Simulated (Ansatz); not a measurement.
Consider the atomization: `N[Si@H](F)O[Si@@H](N)O` → F• + 7 H• + 2 N• + 2 O• + 2 Si•.

Gas-phase electronic energies from Ansatz, PBE0-D4/def2-TZVP geometries. CBS: MP2 limit from def2 TZ/QZ plus the TZ coupled-cluster correction, frozen cores. This one scheme is used for every species, atoms too. Functionals use def2-TZVPP. B3LYP here is the variant with VWN-RPA as its local correlation; programs differ in this. Open shells (•) are unrestricted, without spin–orbit coupling. Spin–orbit coupling would lower the free atoms: a little for F, O, Si. Each species was taken in one conformer, which may not be the lowest.

```tsv
level	ΔE (kJ/mol)
PBE0-D4	5402.6
B2PLYP	5414.1
B3LYP	5409.3
HF/def2-QZVPP	3885.4
MP2/def2-QZVPP	5558.1
SCS-MP2/def2-QZVPP	5552.0
HF/CBS(def2)	3888.2
CCSD/CBS(def2)	5423.0
```

Question: What does CCSD(T)/CBS give? (An estimate is asked.)

Answer: Computed: +5502.5 kJ/mol. The listed levels differ from it by -99.9, -88.4, -93.2, -1617.1, 55.6, 49.5, -1614.3, -79.5 kJ/mol.

Largest T1 diagnostic among the species: 0.012.

In def2-TZVPP, CCSD(T) changes the Hartree–Fock value by +1447.3 kJ/mol (the triples alone add +79.5 kJ/mol) and MP2 by +1576.7 kJ/mol; breaking electron pairs costs correlation energy, which Hartree–Fock lacks. The D4 term adds +54.0 kJ/mol with B3LYP and +28.7 kJ/mol with PBE0; it sums over pairs of atoms, weighted by their polarisabilities, and B3LYP, whose exchange is more repulsive, gets the larger term.

For atomizations the MP2-based limit and the directly extrapolated one differ by several kJ/mol either way, and by 10 to 25 for some Ge, Se and Sn compounds, so smaller differences from it don't rank the levels.
